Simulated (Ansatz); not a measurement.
CH₄ClO₂Sc (`C[O][Sc]([OH])[Cl]`), charge 0, multiplicity 1.

(1) Give a relaxed structure at PBE0-D4/def2-TZVP (Ansatz). (Estimate.)

## Answers

(1) Ansatz gave: 
Cartesian coordinates in Å:
```
C 1.156 0.007 -1.428
O 0.208 -0.195 -0.435
Sc -1.011 -0.372 0.934
O -1.144 0.951 2.222
Cl -2.353 -2.275 1.017
H 1.576 -0.949 -1.764
H 1.978 0.635 -1.065
H 0.707 0.502 -2.296
H -1.116 1.696 2.816
```
This is one stationary point; other conformers may exist.
